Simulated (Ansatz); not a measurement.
**Equilibrium of CBrClF2 + Sn(CH3)Br ⇌ C2H3ClF2 + SnBr2 at process temperatures**

Gas-phase species: CBrClF2 `FC(F)(Cl)Br`, singlet; Sn(CH3)Br, singlet; C2H3ClF2 (1-chloro-1,1-difluoroethane) `CC(F)(F)Cl`, singlet; SnBr2 (tin(ii) bromide) `[Br][Sn][Br]`, singlet. The partners trade Br for CH3: C–Br and Sn–CH3 bonds give way to C–CH3 and Sn–Br.

The electronic reaction energy at CCSD(T)/def2-TZVPP is -232.3 kJ/mol. Shapes: PBE0-D4/def2-TZVP. Programs: Ansatz 0.2.0. Enthalpy and entropy come from rigid-rotor, harmonic-oscillator sums on unscaled PBE0-D4/def2-TZVP wavenumbers, ideal gases at 1 bar. Symmetry numbers: CBrClF2 1, Sn(CH3)Br 1, C2H3ClF2 1, SnBr2 2. R = 8.3145 J/(mol K).

| T (K) | ΔH (kJ/mol) | ΔS (J/(mol K)) |
| --- | --- | --- |
| 300 | -223.4 | -16.6 |
| 500 | ? | ? |
| 700 | -226.4 | -23.2 |

Work out ln K at 300 and 700 K, and from these estimate it at 500 K.


1. 300 K: ΔG = -223.4 − 300 × (-16.6)/1000 = -218.4 kJ/mol; ln K = −ΔG/RT = +87.56.
2. 700 K: ΔG = -226.4 − 700 × (-23.2)/1000 = -210.2 kJ/mol; ln K = −ΔG/RT = +36.12.
3. Slope against 1000/T: (+36.12 − (+87.56))/(1.4286 − 3.3333) = +27.01, that is −ΔH/R with ΔH near -225 kJ/mol.
4. 500 K: ln K = +87.56 + (+27.01) × (2.0000 − 3.3333) = +51.55.

The full sums give ΔH = -225.1 kJ/mol, ΔS = -20.9 J/(mol K), ΔG = -214.7 kJ/mol and ln K = +51.64 at 500 K, so the line is off by -0.09 in ln K; without rounding the miss is -0.08, from the change of ΔH with temperature. The products are favoured over this whole range. An error of 10 kJ/mol in the energy moves ln K by 2.4 at 500 K. Soft modes are treated as harmonic, which can err either way at these temperatures; the lowest are those of CBrClF2 (214 cm⁻¹), Sn(CH3)Br (79 cm⁻¹), C2H3ClF2 (246 cm⁻¹), SnBr2 (79 cm⁻¹). Other reactions of these species are left aside. For atoms past krypton def2 sets carry core potentials with scalar relativity. Relativity is left out for Br. Outer-core shells of Br, Sn are correlated, in sets that cover them unevenly.
